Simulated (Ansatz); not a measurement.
The pair A = C2H4 (SMILES C=C) (first 6 atoms), B = N2 (SMILES N#N); geometry from B3LYP-D3(BJ)/def2-TZVP.
(charge 0, multiplicity 1):
```xyz
8

C     -0.251     0.353    -0.247
C      0.452    -0.728     0.058
H     -0.454     0.628    -1.275
H     -0.653     1.008     0.516
H      0.657    -1.005     1.085
H      0.852    -1.381    -0.708
N     -0.588     1.010     3.360
N     -0.014     0.117     3.611
```

Cores are frozen in the correlated methods. MP2 and its Hartree–Fock in aug-cc-pVQZ, aug-cc-pVTZ are density fitted.

Run with Ansatz (Gaussian basis) for Hartree–Fock, density functionals and correlated methods. Values without a source in brackets are computed.

The counterpoise-corrected interaction energy is E(AB) − E(A in the pair's basis) − E(B in the pair's basis). Total energies (hartree):

| level | AB | A in the pair's basis | B in the pair's basis |
|---|---|---|---|
| HF/aug-cc-pVTZ | -187.0497917 | -78.0648858 | -108.9859537 |
| MP2/aug-cc-pVTZ | -187.7693968 | -78.4044020 | -109.3638446 |
| HF/aug-cc-pVQZ | -187.0612877 | -78.0695741 | -108.9927566 |
| MP2/aug-cc-pVQZ | -187.8214860 | -78.4275048 | -109.3927612 |
| MP2/aug-cc-pVDZ | -187.6065301 | -78.3282843 | -109.2773070 |
| CCSD(T)/aug-cc-pVDZ | -187.6628970 | -78.3684809 | -109.2936717 |

**Question.** Work out the counterpoise-corrected interaction energy at the basis-set limit: extrapolate the MP2 correlation part as X⁻³, take Hartree–Fock from the larger set, and add the CCSD(T) − MP2 difference of aug-cc-pVDZ.

**Answer.** 
1. Differences (1 hartree = 627.509 kcal/mol): HF/aug-cc-pVTZ 0.658; MP2/aug-cc-pVTZ -0.722; HF/aug-cc-pVQZ 0.655; MP2/aug-cc-pVQZ -0.766; MP2/aug-cc-pVDZ -0.589; CCSD(T)/aug-cc-pVDZ -0.467.
2. Correlation parts, MP2 less HF: -1.379 in aug-cc-pVTZ (X = 3), -1.420 in aug-cc-pVQZ (X = 4).
3. Limit (4³·(-1.420) − 3³·(-1.379))/(4³ − 3³) = -1.450; with HF/aug-cc-pVQZ it gives -0.795.
4. CCSD(T) less MP2 in aug-cc-pVDZ: 0.122.
Result: -0.67 kcal/mol, against -0.72 at MP2/aug-cc-pVTZ. It is an estimate of this method's limit, not of the exact value.

Ansatz is a quantum-chemistry and plane-wave program.
